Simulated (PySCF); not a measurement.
Compound: heptachlorodialuminate anion, Al₂Cl₇ (charge -1).
Numbering: `[Cl:1][Al-:2]([Cl:3])([Cl:4])[Cl+:5][Al-:6]([Cl:7])([Cl:8])[Cl:9]`

Level: PBE0/pcSseg-1 and wB97X-D/def2-SVPD in PySCF, non-relativistic, on one gas-phase PBE0-D3(BJ)/def2-SVP geometry that isn't relaxed in the solvent. The solvent is an IEF-PCM continuum (van der Waals radii × 1.2). Only the electrostatic response of the medium enters.

Gas phase at PBE0/pcSseg-1: HOMO -5.43 eV, LUMO 3.16 eV.

Question: What does the continuum do to the energy and the frontier levels at PBE0/pcSseg-1 in chloroform and dichloromethane?

Answer: 
| solvent | ε | E(solvent) − E(gas) (kcal/mol) | polarisation term (kcal/mol) | distortion of the solute (kcal/mol) | HOMO (eV) | LUMO (eV) |
| --- | --- | --- | --- | --- | --- | --- |
| chloroform | 4.711 | -30.76 | -30.85 | 0.09 | -8.03 | 0.67 |
| dichloromethane | 8.93 | -35.02 | -35.16 | 0.14 | -8.36 | 0.36 |

The first energy column is the sum of the next two and covers electrostatics alone. From chloroform to dichloromethane the lowering changes by a factor 1.14, Born's factor 1 − 1/ε by 1.13 and ε itself by 1.9.

Question: Which radius a makes Born's formula ΔE = −(q²/2a)(1 − 1/ε) give the value in dichloromethane?

Answer: a = q²(1 − 1/ε)/(2|ΔE|) = 4.21 Å, with q = -1 e and |ΔE| = 0.0558 Eh; the farthest nucleus lies 3.73 Å from the centroid of the nuclei. The formula assumes a point charge at the centre of a sphere.

Question: Which Hirshfeld charges (PBE0/pcSseg-1) respond most in chloroform (means over atoms taken as equivalent)?

Answer: 
```json
{"atoms": "Al2/Al6", "environment": "aluminium bonded to 4 Cl", "gas (e)": "+0.329", "solvent (e)": "+0.335", "change": "+0.006"}
{"atoms": "Cl5", "environment": "chlorine bonded to 2 Al", "gas (e)": "-0.074", "solvent (e)": "-0.069", "change": "+0.005"}
{"atoms": "Cl1 (×6)", "environment": "chlorine bonded to Al", "gas (e)": "-0.264", "solvent (e)": "-0.267", "change": "-0.003"}
```

Gas phase at wB97X-D/def2-SVPD: HOMO -7.32 eV, LUMO 3.82 eV.

Question: What does the continuum do to the energy and the frontier levels at wB97X-D/def2-SVPD in chloroform?

Answer: 
```
   solvent      ε  E(solvent) − E(gas) (kcal/mol)  polarisation term (kcal/mol)  distortion of the solute (kcal/mol)  HOMO (eV)  LUMO (eV)
chloroform  4.711                          -30.51                        -30.66                                 0.15      -9.90       1.60
```

Question: How does the static polarisability (wB97X-D/def2-SVPD, frozen core, with the continuum's full static response) change?

Answer: 
```csv
medium,isotropic (au),principal values (au),⟨r²⟩ of the electrons (bohr²)
gas,145.2,"137.3, 141.3, 157.1",4377.2
chloroform,177.8,"172.3, 175.3, 185.8",4376.0
```

The isotropic value in chloroform is 1.22 times the gas-phase one; no cavity-field correction is applied. ⟨r²⟩ is taken about the centre of nuclear charge.

Conformer computed: `[Cl:1][Al-:2]([Cl:3])([Cl:4])[Cl+:5][Al-:6]([Cl:7])([Cl:8])[Cl:9]`: Cl1–Al2–Cl5–Al6 2°, Al2–Cl5–Al6–Cl7 61°.

The pairwise dispersion term of wB97X-D wasn't added to the energies; at a given geometry it leaves orbitals and properties as they are.
